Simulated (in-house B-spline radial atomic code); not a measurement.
## Ionising the ruthenium ion Ru⁺ with different functionals

Computed with a B-spline radial code for spherical atoms: four-component Dirac-Coulomb Hamiltonian, Fermi nucleus of rms radius 4.4809 fm, spin-restricted, spherical fractional occupations for the functionals, and exact exchange of hybrids averaged over the configuration. The ionisation energy is the difference of two self-consistent energies, [Kr] 4d7 → [Kr] 4d6, without Breit or QED terms; ε is the level of the shell that loses the electron (mean over j). The electron is taken from both j subshells in proportion to 2j + 1, so the result is a j average, not the step between ground levels.

```tsv
method	rung	ΔSCF (eV)	-ε(4d) (eV)
BHandHLYP	global hybrid	?	?
wB97X	range-separated hybrid	17.81	16.58
CAM-B3LYP	range-separated hybrid	?	?
LC-wPBE	range-separated hybrid	17.83	16.83
```

(1) What does CAM-B3LYP give?

(2) What does BHandHLYP give?

(3) Among the functionals, which spreads more, the ΔSCF values or the orbital energies?

(4) How do they compare with the NIST value?

Results:

(1) ΔSCF 17.98 eV, and -ε(4d) = 15.59 eV.

(2) ΔSCF 17.60 eV, and -ε(4d) = 15.56 eV.

(3) The orbital energies: ΔSCF values span about 0.37 eV and the orbital energies 1.27 eV.

(4) NIST lists 16.76 eV ± 0.06 (semi-empirical, ground level to ground level). Errors run from +0.84 to +1.22 eV. The correlated functionals all miss on the same side by more than they spread, so the cause is common to them (Breit-QED terms, spin polarisation, the choice among j levels, multiplet and fine-structure energies, or a listed next ion that isn't the cheapest removal here) and closeness doesn't rank the functionals.
